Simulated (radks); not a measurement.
All-electron atom: Tm22+ in [Kr] 4d10 4f1 (the NIST ground configuration). All-electron calculation, scalar-relativistic Kohn-Sham, LDA (Slater exchange, VWN5 correlation), spin-polarised, spherical densities, finite nucleus; open shells are filled with parallel spins first (spin-orbit coupling, left out, can overturn this in heavy ions); Fermi nuclear charge, rms radius 5.2256 fm. Program: a radial shooting solver on a logarithmic mesh with Libxc functionals.

Normalised radial functions P(r) = r R(r), r in bohr:

```
   r/bohr * 4f down (the largest magnitude, 1.46, reaches the edge; | marks zero)
0.0007295 *
 0.001054 *
 0.001523 *
 0.002218 *
 0.003205 *
  0.00463 *
  0.00669 *
 0.009666 *
  0.01408 *
  0.02034 *
  0.02939 *
  0.04246 *
  0.06135 | *
  0.08864 |    *
   0.1291 |           *
   0.1865 |                        *
   0.2695 |                                          *
   0.3894 |                                                      *
   0.5626 |                                                *
   0.8195 |                          *
    1.184 |      *
    1.711 |*
```

4f down (empty): eigenvalue -587.72 eV, 0 radial nodes, <r> = 0.509 bohr, 90 % of the charge inside 0.775 bohr.
